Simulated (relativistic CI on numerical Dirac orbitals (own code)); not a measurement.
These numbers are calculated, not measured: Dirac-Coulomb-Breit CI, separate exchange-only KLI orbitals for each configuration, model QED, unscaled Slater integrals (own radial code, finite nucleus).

The strongest absorption lines from the ground level of an ion, among the configurations computed and to levels below about 70.1 eV (vacuum wavelength in nm, gf): 18.327 (0.62), 18.453 (0.78), 18.684 (0.56), 18.901 (0.84), 18.902 (1.2), 18.983 (0.44), 18.992 (0.93), 19.091 (0.48).

Which ion is it?
A. Sb¹⁰⁺
B. Ag⁴⁺
C. In⁶⁺
D. Sb⁸⁺

D. Sb⁸⁺ has 43 electrons and the ground level 4s²4p⁶4d⁷ ⁴F9/2; the strongest line goes to 4s²4p⁶4d⁶5p ⁴G°9/2. The pattern of lines fixes the number of electrons, and along that sequence the line energies rise steadily with the charge (about as its square where n changes within one kind of shell, about linearly where n is kept but much faster in heavy ions where fine structure, which grows about as Z⁴, sets the gap, and irregularly where shells cross), which fixes Z. Configurations outside the model, such as inner-shell arrays, can give stronger lines. At this charge configurations can still be misplaced by up to about 7 % of their energy. Terms inside the open d or f shell come out 10 to 20 % too wide with unscaled integrals. Levels and lines within the n = 5 or 6 shells can be off by up to 10 % or somewhat more, and those that change n by about 2 %, since core polarisation is missing.

LS names give the leading component of a level, which can be under half, so a name can repeat, a term be missing and a line seem to break the LS rules.
